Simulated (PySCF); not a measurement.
Species: C5H8NP3.
Structure used (PBE0-D3(BJ)/def2-SVP), in Å, numbered top down from 1:
```xyz
17
C5H8NP3 angstrom
C     -1.8029   -1.2296    0.6346
N     -1.1366   -0.2178   -0.1528
C     -1.8870    0.4782   -1.1726
C      0.1874    0.0444    0.0327
P      0.9981   -0.9217    1.2987
C      2.6338   -0.3958    1.3664
P      3.6275    0.7608    0.5464
C      2.5401    1.4661   -0.6013
P      0.8853    1.2945   -1.0365
H     -2.8654   -1.2575    0.3654
H     -1.3669   -2.2307    0.4660
H     -1.7173   -1.0178    1.7146
H     -1.8683    1.5703   -1.0106
H     -2.9289    0.1374   -1.1525
H     -1.4725    0.2941   -2.1799
H      3.1790   -0.9575    2.1386
H      3.0179    2.2314   -1.2298
```

Computed with PySCF at PBE0/pcSseg-1 and CAM-B3LYP/def2-SVPD, non-relativistic, on one gas-phase PBE0-D3(BJ)/def2-SVP geometry that isn't relaxed in the solvent. The solvent is an IEF-PCM continuum (van der Waals radii × 1.2). The model holds no explicit solvent molecules, cavitation or dispersion.

Gas phase at PBE0/pcSseg-1: HOMO -5.95 eV, LUMO -2.14 eV, dipole 3.87 D.

Question: What does the continuum do to the energy, the frontier levels and the dipole at PBE0/pcSseg-1 in chloroform and water?

Answer: 
```
   solvent      ε  E(solvent) − E(gas) (kJ/mol)  polarisation term (kJ/mol)  distortion of the solute (kJ/mol)  HOMO (eV)  LUMO (eV)  dipole (D)
chloroform  4.711                        -15.37                      -17.85                               2.48      -5.95      -2.20        5.10
     water  78.36                        -22.03                      -27.26                               5.23      -5.97      -2.25        5.67
```

The polarisation term is half the interaction of the solute with the surface charges that it induces; the rest is the cost of distorting the solute's density. The sum is the electrostatic part of solvation alone. From chloroform to water the lowering changes by a factor 1.43, Onsager's factor (ε − 1)/(2ε + 1) by 1.38 and ε itself by 16.6.

Question: Which radius a makes the point-dipole formula ΔE = −[(ε − 1)/(2ε + 1)]·μ²/a³ give the value in water, with the gas-phase dipole?

Answer: μ = 1.523 au and |ΔE| = 0.00839 Eh give a = 2.72 Å; the farthest nucleus lies 3.95 Å from the centroid of the nuclei, so such a sphere wouldn't even hold the nuclei. The formula assumes a rigid point dipole at the centre of a sphere.

Question: Give the dipole vector in the frame of the coordinates (D, pointing from negative to positive charge), gas and water.

Answer: Gas (-3.75, -0.77, -0.55), solvent (-5.50, -1.13, -0.80). Its length changes by +47 % and its direction by less than 1°.

Question: Which ESP-fitted charges (PBE0/pcSseg-1) respond most in chloroform (means over atoms taken as equivalent)?

Answer: 
| atoms | environment | gas (e) | solvent (e) | change |
| --- | --- | --- | --- | --- |
| P7 | phosphorus bonded to 2 C | -0.271 | -0.324 | -0.053 |
| C4 | aromatic carbon bearing nitrogen | +0.332 | +0.377 | +0.045 |
| P5/P9 | phosphorus bonded to 2 C | -0.343 | -0.381 | -0.038 |
| H16/H17 | aromatic hydrogen | +0.147 | +0.159 | +0.012 |
| H10 (×6) | methyl hydrogen | +0.148 | +0.160 | +0.012 |
| C1/C3 | N-methyl carbon | -0.392 | -0.403 | -0.011 |
| C6/C8 | aromatic CH carbon | +0.071 | +0.080 | +0.009 |
| N2 | aniline-type nitrogen | +0.082 | +0.079 | -0.003 |

Question: How do the nuclear quadrupole coupling constants eQVzz/h respond in chloroform?

Answer: 
```csv
nucleus,Q (barn),gas (MHz),solvent (MHz),η gas,η solvent
14N at N2,0.02044,-4.86,-4.51,0.04,0.01
```

Gas phase at CAM-B3LYP/def2-SVPD: HOMO -6.90 eV, LUMO -1.15 eV, dipole 3.60 D.

Question: What does the continuum do to the energy, the frontier levels and the dipole at CAM-B3LYP/def2-SVPD in chloroform?

Answer: 
| solvent | ε | E(solvent) − E(gas) (kJ/mol) | polarisation term (kJ/mol) | distortion of the solute (kJ/mol) | HOMO (eV) | LUMO (eV) | dipole (D) |
| --- | --- | --- | --- | --- | --- | --- | --- |
| chloroform | 4.711 | -14.14 | -16.59 | 2.45 | -6.86 | -1.17 | 4.82 |

Question: How does the static polarisability (CAM-B3LYP/def2-SVPD, frozen core, with the continuum's full static response) change?

Answer: 
| medium | isotropic (au) | principal values (au) | ⟨r²⟩ of the electrons (bohr²) |
| --- | --- | --- | --- |
| gas | 152.9 | 89.5, 158.8, 210.3 | 1958.5 |
| chloroform | 214.3 | 118.8, 227.4, 296.7 | 1957.7 |

The isotropic value in chloroform is 1.40 times the gas-phase one; no cavity-field correction is applied. ⟨r²⟩ is taken about the centre of nuclear charge.
